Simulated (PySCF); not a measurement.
# Two-dimensional NMR puzzle

Compound of formula C$_{5}$H$_{6}$BF$_{3}$O$_{2}$. Correlations simulated from computed shifts and couplings:

HSQC (one-bond C–H):
```csv
δH,δC,"1J(C,H) (Hz)"
4.47,74.0,149
4.00,64.6,156
3.95,64.6,147
2.09,35.4,137
1.87,35.4,136
```

COSY cross peaks (|J| ≥ 2 Hz):
```csv
δH,δH,abs. J (Hz),bonds
4.47,2.09,13.1,3
4.47,1.87,3.9,3
4.15,1.87,2.1,5
4.00,3.95,13.6,2
4.00,2.09,5.6,3
3.95,2.09,14.2,3
3.95,1.87,3.1,3
2.09,1.87,15.4,2
```

HMBC (two and three bonds, |J| ≥ 2.5 Hz):
```csv
δH,δC [abs. J in Hz]
4.47,"170.3 [5.4], 145.6 [11.3]"
4.15,"74.0 [6.0], 64.6 [5.7]"
4.00,74.0 [8.4]
3.95,74.0 [3.2]
2.09,"145.6 [3.6], 74.0 [5.1], 64.6 [4.5]"
```

Carbons without hydrogens: δ 170.3, 145.6.

Method: geometry: PBE0-D3(BJ)/def2-SVP, shieldings: GIAO CAM-B3LYP/pcSseg-2, spin–spin couplings from B3LYP/pcJ-1 (spin–dipole term only in couplings to heteroatoms), in PySCF 2.14.0 with density-fitted response routines (isolated molecule, single conformer, non-relativistic).

Referencing at the same level of theory: TMS for 1H and 13C.

Exchangeable hydrogens are left out of these lists, and C,H couplings along chains are those of one rotamer, so weak HMBC peaks may be missing or extra.

Problem. Work out the connectivity.

Solution. `C1C[C@H](C(=C(F)F)F)OBO1`.

Structure with atom numbers: `[F:1][C:2]([F:3])=[C:4]([F:5])[C@H:6]1[CH2:7][CH2:8][O:9][BH:10][O:11]1`; H(Xn) means a hydrogen on atom n. Ha(C7), Ha(C8) are cis to C4 on the ring; Hb(C7), Hb(C8) are trans to C4 on the ring.

- δC 170.3 is C2, a fully substituted alkene carbon.
- δC 145.6 is C4, a fully substituted alkene carbon.
- δC 74.0 is C6, an allylic sp3 CH bonded to O (δH 4.47).
- δC 64.6 is C8, an sp3 CH2 bonded to O (δH 3.95, 4.00).
- δC 35.4 is C7, an sp3 CH2 in a ring (δH 1.87, 2.09).
- HMBC from δH 4.47 reaches the proton-free carbons C2, C4.
- HMBC from δH 2.09 reaches the proton-free carbon C4.
- COSY links 4.47–2.09, 4.47–1.87, 4.15–1.87, 4.00–3.95, 4.00–2.09, 3.95–2.09.

The data come from this structure; uniqueness wasn't tested.

Hydrogens on boron are broadened and split by 11B (spin 3/2, 80 %) and 10B (spin 3). Common functionals overestimate the size of one-bond C–F couplings by tens of Hz; these are unscaled. Unscaled 3J(H,H) at this level run about 10 % above measured values. Shifts are as computed, not scaled to solution data. Of 1309 compounds with measured shifts, 239 miss one by over three times the rms of a fit or turn the order of signals round; such compounds aren't used in these exercises. Vicinal couplings across rotatable single bonds and in flexible rings belong to the one computed conformer; a conformer average would change them.
